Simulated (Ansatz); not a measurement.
`C#C[SiH2]CO` + `BO` → `BO[SiH2]C#C` + CH₃OH at 500 K and 1 bar (ligand exchange at the Si–C bond).

Program: Ansatz. Geometries: PBE0-D4/def2-TZVP. ΔE: electronic, gas phase. CCSD(T)/CBS adds triple-zeta CCSD(T) − MP2 to the extrapolated MP2 energy (def2 sets, frozen cores). This one scheme is used for every species. One conformer a species, not always the lowest.

```csv
species,CCSD(T)/CBS energy (Eh),H − E (kJ/mol),S (J/(mol·K))
`C#C[SiH2]CO`,-481.95030,253.4,409.3
`BO`,-101.80414,113.6,256.0
`BO[SiH2]C#C`,-468.17507,210.4,408.7
CH₃OH,-115.61712,157.0,265.4
```

H − E and S are ideal-gas, rigid-rotor, harmonic terms from PBE0-D4/def2-TZVP, for one conformer and one mirror image of each species. 1 Eh = 2625.50 kJ/mol, R = 8.31446 J/(mol·K).

Q: By hand: ΔE, ΔH, ΔS and ΔG.

A: ΔE = (-468.17507) + (-115.61712) − (-481.95030) − (-101.80414) = -0.03775 Eh = -99.1 kJ/mol. Δ(H − E) = 210.4 + 157.0 − 253.4 − 113.6 = 0.4, so ΔH = -98.7 kJ/mol. ΔS = 408.7 + 265.4 − 409.3 − 256.0 = 8.8 J/(mol·K). ΔG = -98.7 − 500 × (8.8)/1000 = -103.1 kJ/mol.

Q: By hand: the equilibrium constant, and the temperature at which ΔG would vanish if ΔH and ΔS stayed fixed.

A: log₁₀ K = −ΔG/(RT ln 10) = 10.8. ΔH and −TΔS have one sign here, so there is no such temperature.

The number of gas molecules stays the same, so ΔS is small and ΔH decides. A doubt of 5 kJ/mol in ΔE shifts log₁₀ K by 0.5 here. Other conformers and mirror images would add mixing entropy, several J/(mol·K) or more a flexible species. Modes under 60 cm⁻¹, often nearly free rotors, make the harmonic entropy too high. These are equilibria of isolated gas molecules and say nothing of rates. Largest T1 diagnostic: 0.014 (customary marks: 0.02 for closed shells, 0.045 for open ones).

ΔS is within the doubt of such terms, so its sign, and with it that verdict, could turn.
